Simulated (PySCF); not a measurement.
Predicted microwave data (PBE0-D3(BJ)/def2-SVP geometry optimisation, gas phase in PySCF) for one isomer of C8H15PS:

| Property | Result |
| --- | --- |
| Rotational constants | A = 1001, B = 900.1, C = 785.9 MHz |
| Dipole components | \|μa\| = 1.03 D, \|μb\| = 0.92 D, \|μc\| = 3.79 D |
| Inertial defect | -423.39 u·Å² |
| κ | 0.06 |

Problem. Which structure is it? (One computed conformer of each.)
A. `[CH3:1][CH:2]([CH3:3])[CH2:4][P:5]1(=[S:6])[CH2:7][CH:8]=[CH:9][CH2:10]1` with C1–C2–C4–P5 174°, C2–C4–P5–S6 -40°, C4–P5–C7–C8 -89°, P5–C7–C8–C9 -14°, C8–C9–C10–P5 14°, C4–P5–C10–C9 87°
B. `[CH2:1]=[CH:2][P@@:3](=[S:4])([C:5](=[CH2:6])[CH3:7])[CH:8]([CH3:9])[CH3:10]` with C1–C2–P3–S4 0°, C2–P3–C5–C6 48°, C2–P3–C8–C9 65°
C. `[CH3:1][CH2:2][C:3]1=[C:4]([CH3:5])[CH2:6][CH2:7][P@@:8]1([CH3:9])=[S:10]` with C1–C2–C3–C4 -88°, C3–C4–C6–C7 -15°, C4–C6–C7–P8 21°, C6–C7–P8–C9 88°, C2–C3–P8–C7 -167°

Solution. B. It is C=C[P@@](=S)(C(=C)C)C(C)C, an asymmetric top, point group C1. The candidates at the same level (rigid rotor, commonest isotopes):

| SMILES | A (MHz) | B (MHz) | C (MHz) | μa (D) | μb (D) | μc (D) | Δ (u·Å²) | point group | rotor |
| --- | --- | --- | --- | --- | --- | --- | --- | --- | --- |
| C=C[P@@](=S)(C(=C)C)C(C)C | 1001 | 900.1 | 785.9 | 1.03 | 0.92 | 3.79 | -423.39 | C1 | asymmetric top |
| CCC1=C(C)CC[P@@]1(C)=S | 1216 | 870.0 | 636.7 | 4.25 | 2.58 | 1.61 | -202.83 | C1 | asymmetric top |
| CC(C)CP1(=S)CC=CC1 | 1301 | 730.3 | 605.5 | 0.73 | 4.24 | 0.41 | -245.76 | C1 | asymmetric top |

`CC(C)CP1(=S)CC=CC1` has A 30 % too high; `CCC1=C(C)CC[P@@]1(C)=S` has A 21 % too high. No structure here is proved a minimum.
